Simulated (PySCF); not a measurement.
## Stretching GaN⁻

Set-up: basis Ga aug-pcseg-1, N aug-pcseg-1; no relativity; PySCF 2.14. Energies in eV from Ga⁻ + N in their ground configurations at the same level. State: ²Π (doublet), unpaired electrons π ↑.

```json
{"R (Å)": "1.591", "PBE": "-2.700"}
{"R (Å)": "1.665", "PBE": "-3.295"}
{"R (Å)": "1.739", "PBE": "-3.635"}
{"R (Å)": "1.794", "PBE": "-3.769"}
{"R (Å)": "1.850", "PBE": "-3.824"}
{"R (Å)": "1.905", "PBE": "-3.820"}
{"R (Å)": "1.980", "PBE": "-3.745"}
{"R (Å)": "2.072", "PBE": "-3.578"}
{"R (Å)": "2.183", "PBE": "-3.314"}
{"R (Å)": "2.331", "PBE": "-2.927"}
```

Q: Put a parabola through the three lowest points of the PBE curve and estimate Re, k and ωe (reduced mass 11.64 u; 1 eV/Å² = 0.16022 mdyn/Å; ωe = 1302.8·√(k/μ) cm⁻¹).

A: Through R = 1.794, 1.85, 1.905 Å the second-order coefficient is 9.50 eV/Å², so Re ≈ 1.874 Å, k ≈ 3.05 mdyn/Å and ωe ≈ 666 cm⁻¹. A polynomial fit of higher order to the unrounded PBE energies gives Re = 1.873 Å, k = 2.77 mdyn/Å, ωe = 636 cm⁻¹; anharmonicity and rounding make the difference.

The higher-order fit for each curve: PBE: Re = 1.873 Å, ωe = 636 cm⁻¹, De = 3.83 eV.

⟨S²⟩ of the unrestricted solution departs from its pure value on part of the curve, where spin states mix. Spin–orbit coupling is left out. For an ion De counts to the pair picked by the measured ionisation energies or electron affinities, which need not be the lowest pair at this level. The highest Kohn–Sham level is positive in this anion. Much of that is self-interaction error, but it also means that the finite basis helps to hold the extra electron. The state is the lowest determinant that a PBE0 search found; another state may lie lower at other levels.
